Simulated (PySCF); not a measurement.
## Vertical excitation energies

Compound: C5H3F3S.
Numbering: `[CH:1]#[C:2][C:3](=[CH2:4])[S:5][C:6]([F:7])([F:8])[F:9]` (hydrogens: H10 on C1; H11, H12 on C4)

The calculation used TDDFT wB97X-D/def2-SVPD, vertical, gas phase, core orbitals frozen in the response (PySCF 2.14.0, density-fitted response routines). The structure is a single GFN2-xTB conformer in the gas phase; no vibrational or solvent corrections. Torsions of this conformer, `[CH:1]#[C:2][C:3](=[CH2:4])[S:5][C:6]([F:7])([F:8])[F:9]`: C2–C3–S5–C6 -36°, C3–S5–C6–F7 -45°.

Predict the UV-vis stick spectrum at this level.

```csv
state,λ (nm),E (eV),f,|μ| (D),"main configurations (H = HOMO, L = LUMO)"
S1,239.3,5.18,0.062,1.78,"H→L (42%), H→L+1 (39%), H-1→L (10%)"
S2,231.8,5.35,0.028,1.18,"H→L+1 (39%), H-2→L (22%), H→L (18%)"
S3,224.8,5.52,0.115,2.34,"H→L (33%), H-1→L (26%), H-2→L (24%)"
S4,210.6,5.89,0.031,1.18,"H-2→L (42%), H-1→L (31%), H-1→L+1 (8%)"
S5,202.4,6.13,0.0066,0.53,"H-1→L+1 (37%), H-2→L+1 (18%), H→L+2 (11%)"
S6,179.1,6.92,0.0090,0.58,"H→L+2 (68%), H-1→L+1 (8%)"
S7,167.8,7.39,0.017,0.78,"H→L+3 (37%), H→L+2 (9%), H→L+7 (8%)"
S8,166.1,7.47,0.172,2.47,"H-2→L+1 (32%), H-1→L+2 (10%), H-1→L+3 (10%)"
```

Triplets, Tamm–Dancoff:

| state | E (eV) | λ (nm) | main configurations (H = HOMO, L = LUMO) |
| --- | --- | --- | --- |
| T1 | 3.40 | 364.8 | H→L (85%) |
| T2 | 4.86 | 255.3 | H→L+1 (64%), H-1→L (18%) |
| T3 | 5.14 | 241.4 | H-1→L (47%), H-2→L (15%), H-1→L+1 (14%) |

The lowest singlet lies at 5.18 eV (239 nm, ultraviolet) and is of moderate strength; its leading configuration is HOMO→LUMO (42%). The strongest level in the table is S8 at 7.47 eV (166 nm, f = 0.172). It is the last of those listed, so stronger ones may follow. Löwdin shares by element: HOMO carbon 50% or more, sulfur 31% (atoms not listed hold the other 19%); LUMO carbon 79% or more (atoms not listed hold the other 21%). Weighted by f, the mean energy of these states is 6.36 eV. Orbital energies (eV): HOMO-3 -12.22, HOMO-2 -10.47, HOMO-1 -10.13, HOMO -9.10, LUMO 0.19, LUMO+1 1.17, LUMO+2 2.01. The oscillator strengths of these states sum to 0.441; summed over the whole spectrum of an exact calculation they would give the number of electrons, 76 (Thomas–Reiche–Kuhn). Only the lowest 8 singlets were computed, as vertical energies without vibronic structure.
